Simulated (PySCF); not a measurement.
Compound: SiHMe2(OtBu), C₆H₁₆OSi.
Bonds: Si1–C3, Si1–C7, Si1–O11, O11–C12, C12–C13, C12–C14, C12–C15. Hydrogens: H2 on Si1; H4, H5, H6 on C3; H8, H9, H10 on C7; H16, H17, H18 on C13; H19, H20, H21 on C14; H22, H23, H24 on C15.

The closed-shell ground state was solved at several levels (PySCF, density fitting, gas phase, non-relativistic). The structure is a single PBE0-D3(BJ)/def2-SVP conformer in the gas phase; no vibrational or solvent corrections.

| level | basis functions | HOMO (eV) | LUMO (eV) | gap (eV) | dipole (D) |
| --- | --- | --- | --- | --- | --- |
| B3LYP/def2-SVPD | 295 | -7.38 | 0.33 | 7.71 | 0.65 |
| B3LYP/pcSseg-1 | 223 | -7.35 | 0.95 | 8.30 | 0.71 |

Estimate the row for PBE0/pcSseg-1, a basis of 223 functions; the other rows only guide the guess.

HOMO -7.58 eV, LUMO 1.25 eV, gap 8.83 eV, dipole 0.69 D.

Over all these levels, which gives the widest orbital gap and which the narrowest?

PBE0/pcSseg-1 (global hybrid, 25 % exact exchange) has the widest, 8.83 eV, and B3LYP/def2-SVPD (global hybrid, 20 % exact exchange) the narrowest, 7.71 eV. Functional and basis both differ between the two, so the spread mixes both effects.

How far do the dipole and the HOMO energy spread over the levels?

The dipole runs from 0.65 to 0.71 D (mean 0.68 D) and the HOMO from -7.58 to -7.35 eV.
